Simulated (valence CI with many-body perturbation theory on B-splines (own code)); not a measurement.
**E1 line list for Cu XVII**

Level of theory: configuration interaction combined with many-body perturbation theory (CI+MBPT): three valence electrons over a frozen Dirac-Fock core [Ne], radial functions for each j: 11 s, 11 p, 9 d, 7 f, 5 g, 2 h, 1 i, with the one-electron correlation potential Σ1 (screened to all orders), the two-electron term Σ2, the three-electron term Σ3, Breit, model QED; selected single and double excitations, second order for the rest (own B-spline code, finite nucleus).

No measured spectrum was set against this ion. As an estimate, levels of excited configurations hold to 0.05 to 0.15 % of their energy, terms of the ground configuration to about 0.5 %.

Lines 151 to 200 of 267 in falling wavelength, among levels below 1362800 cm⁻¹, chosen from the strongest by gf and those to the six lowest levels. Wavelengths and rates use the calculated energies, so an error of 400 cm⁻¹ moves a line at 199.8 Å by 0.08 % and its rate by three times that or more. Electric multipoles are in the length gauge, E1 and E2 with the static RPA response of the core. Weak lines are less certain than strong ones. Lines between different terms over intervals too small for the method are left out, as are lines whose strength nearly cancels. Where a level lies close to another of its J and parity, the split of strength between their lines is uncertain. The highest levels of a list are the least certain.

Names give the largest LS component (configuration and term), which can be under half, so a name can repeat, a term be missing and a line seem to break the LS rules; names also repeat where a configuration has a term twice. Letters in brackets count levels of one name in rising energy.

```
λ vac (Å)               Upper          Lower   A (s⁻¹)  S (a.u.)
    199.8  3s3p3d ²D°_5/2 [a]   3s3p² ²D_5/2  3.22e+10  7.59e-01
    198.4      3s3p3d ⁴F°_3/2   3s3p² ⁴P_1/2  5.74e+07  8.85e-04
    198.1  3s3p3d ²D°_3/2 [a]   3s3p² ²D_3/2  3.72e+10  5.71e-01
    197.6  3s3p3d ²D°_5/2 [a]   3s3p² ²D_3/2  6.78e+09  1.55e-01
    196.9         3p³ ²P°_3/2   3s3p² ⁴P_3/2  1.01e+09  1.52e-02
    195.7    3p²3d ²D_3/2 [b]    3p³ ²P°_3/2  7.43e+09  1.10e-01
    195.0  3s3p3d ²P°_1/2 [a]   3s3p² ²P_1/2  3.90e+10  2.86e-01
    194.8         3p³ ²P°_1/2   3s3p² ⁴P_1/2  3.18e+07  2.32e-04
    192.8    3p²3d ²P_1/2 [b]    3p³ ²P°_1/2  3.33e+10  2.36e-01
    192.3    3p²3d ²D_3/2 [b]    3p³ ²P°_1/2  6.81e+09  9.57e-02
    191.4         3p³ ²P°_3/2   3s3p² ⁴P_1/2  6.15e+08  8.52e-03
    190.3    3p²3d ²P_1/2 [a]    3p³ ²D°_3/2  1.70e+10  1.16e-01
    190.1  3s3p3d ²F°_5/2 [a]   3s3p² ²D_5/2  6.13e+09  1.25e-01
    189.1  3s3p3d ²P°_1/2 [b]   3s3p² ²P_3/2  1.48e+10  9.88e-02
    188.6    3p²3d ²P_3/2 [b]    3p³ ²P°_3/2  2.04e+10  2.71e-01
    188.4      3s3p3d ⁴P°_5/2   3s3p² ⁴P_5/2  3.17e+09  6.27e-02
    188.1        3p²3d ²S_1/2    3p³ ²P°_3/2  3.79e+10  2.49e-01
    188.1  3s3p3d ²F°_5/2 [a]   3s3p² ²D_3/2  1.37e+10  2.70e-01
    188.0        3p²3d ⁴P_5/2    3p³ ⁴S°_3/2  2.88e+10  5.66e-01
    187.8  3s3p3d ²P°_3/2 [a]   3s3p² ²S_1/2  5.28e+10  6.90e-01
    187.2      3s3p3d ⁴D°_3/2   3s3p² ⁴P_5/2  7.69e+08  9.95e-03
    186.7  3s3p3d ²D°_5/2 [b]   3s3p² ²P_3/2  7.02e+10  1.35e+00
    186.7  3s3p3d ²P°_3/2 [b]   3s3p² ²P_3/2  3.83e+10  4.91e-01
    185.9    3p²3d ²D_3/2 [a]    3p³ ⁴S°_3/2  1.04e+10  1.32e-01
    185.5    3p²3d ²P_3/2 [b]    3p³ ²P°_1/2  4.70e+09  5.91e-02
    185.0        3p²3d ⁴P_5/2    3p³ ²D°_5/2  1.42e+10  2.66e-01
    184.9        3s²3d ²D_3/2  3s²3p ²P°_3/2  1.07e+10  1.33e-01
    184.7  3s3p3d ²D°_3/2 [b]   3s3p² ²P_1/2  5.45e+10  6.77e-01
    183.5        3s²3d ²D_5/2  3s²3p ²P°_3/2  4.79e+10  8.76e-01
    182.9      3s3p3d ⁴P°_5/2   3s3p² ⁴P_3/2  3.00e+10  5.44e-01
    182.5  3s3p3d ²P°_1/2 [a]   3s3p² ²S_1/2  1.04e+10  6.24e-02
    182.3        3p²3d ⁴P_1/2    3p³ ⁴S°_3/2  5.02e+10  3.00e-01
    181.8      3s3p3d ⁴D°_3/2   3s3p² ⁴P_3/2  8.20e+09  9.73e-02
    181.8        3p²3d ⁴P_5/2    3p³ ²D°_3/2  3.16e+09  5.61e-02
    181.2  3s3p3d ²F°_7/2 [a]   3s3p² ²D_5/2  2.00e+10  4.71e-01
    181.2      3s3p3d ⁴D°_1/2   3s3p² ⁴P_3/2  1.36e+09  7.98e-03
    180.9        3p²3d ⁴P_3/2    3p³ ⁴S°_3/2  4.02e+10  4.70e-01
    180.9    3p²3d ²D_5/2 [a]    3p³ ⁴S°_3/2  1.57e+10  2.75e-01
    180.7      3s3p3d ⁴D°_7/2   3s3p² ⁴P_5/2  4.72e+10  1.10e+00
    180.3      3s3p3d ⁴D°_5/2   3s3p² ⁴P_5/2  3.27e+10  5.67e-01
    180.1      3s3p3d ⁴P°_3/2   3s3p² ⁴P_5/2  1.44e+10  1.66e-01
    179.9    3p²3d ²D_3/2 [a]    3p³ ²D°_3/2  3.39e+10  3.89e-01
    178.1    3p²3d ²D_5/2 [a]    3p³ ²D°_5/2  1.89e+10  3.17e-01
    177.1      3s3p3d ⁴D°_3/2   3s3p² ⁴P_1/2  3.39e+10  3.72e-01
    176.5      3s3p3d ⁴D°_1/2   3s3p² ⁴P_1/2  4.95e+10  2.69e-01
    175.6  3s3p3d ²D°_3/2 [a]   3s3p² ⁴P_5/2  4.21e+07  4.50e-04
    175.3      3s3p3d ⁴D°_5/2   3s3p² ⁴P_3/2  1.24e+10  1.98e-01
    175.2  3s3p3d ²D°_5/2 [a]   3s3p² ⁴P_5/2  1.86e+08  2.96e-03
    175.1      3s3p3d ⁴P°_1/2   3s3p² ⁴P_3/2  3.43e+10  1.82e-01
    175.1    3p²3d ²D_5/2 [a]    3p³ ²D°_3/2  3.76e+09  5.98e-02
```
